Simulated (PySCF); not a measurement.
An unknown gives this computed stick spectrum. The calculation used PySCF, TDDFT CAM-B3LYP/def2-SVPD, vertical, gas phase, core orbitals frozen in the response. Geometries: PBE0-D3(BJ)/def2-SVP, one conformer each. Relativistic effects are left out although some hold elements past zinc.

| state | E (eV) | f | main configurations (H = HOMO, L = LUMO) |
| --- | --- | --- | --- |
| S1 | 6.44 | 0.0023 | H→L (66%), H-2→L (23%) |
| S2 | 7.01 | 0.114 | H-2→L (32%), H→L (26%), H-1→L (23%) |
| S3 | 7.09 | 0.213 | H-1→L (57%), H-2→L (24%) |
| S4 | 7.34 | 0.066 | H→L+1 (54%), H→L+2 (16%), H→L+3 (14%) |
| S5 | 7.38 | 0.124 | H→L+2 (44%), H→L+1 (19%), H→L+4 (15%) |
| S6 | 7.45 | 0.061 | H→L+3 (58%), H→L+1 (10%), H→L+2 (8%) |
| S7 | 7.49 | 0.033 | H-1→L+3 (47%), H-1→L+1 (25%), H-1→L+2 (10%) |
| S8 | 7.82 | 0.019 | H-1→L+2 (70%), H-1→L+1 (13%) |
| S9 | 7.98 | 0.195 | H→L+4 (45%), H-1→L+1 (15%), H-1→L+3 (13%) |
| S10 | 8.09 | 0.096 | H-1→L+1 (22%), H-1→L+3 (22%), H→L+4 (18%) |

Problem. Which candidate is it?
A. `C=C[Si@H](C)[GeH3]`
B. `CC#[C][GeH2][O]C`
C. `[SiH3][GeH2][CH]1CC1`

Solution. A. Its S1 lies at 6.44 eV; the nearest of the others has S1 at 7.07 eV. S1 is HOMO→LUMO (66%), HOMO-2→LUMO (23%). Löwdin shares by element: HOMO germanium 33%, silicon 26%, carbon 14% or more (atoms not listed hold the other 27%); LUMO carbon 62%, silicon 11% (atoms not listed hold the other 27%). At the same level the other candidates give, for their lowest levels:
- `[SiH3][GeH2][CH]1CC1`: 7.07 eV (f 0.037); 7.33 eV (f 0.006); 7.39 eV (f 0.024); 7.56 eV (f 0.447); 7.75 eV (f 0.069); T1 6.39 eV; HOMO -8.95, LUMO 1.06 eV
- `CC#[C][GeH2][O]C`: 5.81 eV (f 0.001); 6.18 eV (f 0.005); 6.33 eV (f 0.001); 6.61 eV (f 0.002); 7.18 eV (f 0.001); T1 4.95 eV; HOMO -9.06, LUMO 0.77 eV

The values belong to the conformer `[CH2:1]=[CH:2][Si@H:3]([CH3:4])[GeH3:5]`: C1–C2–Si3–C4 124°.
Triplets come from the Tamm–Dancoff approximation.

Without π bonds the low states are Rydberg-like; a valence basis with one diffuse set may place them up to an eV too high.
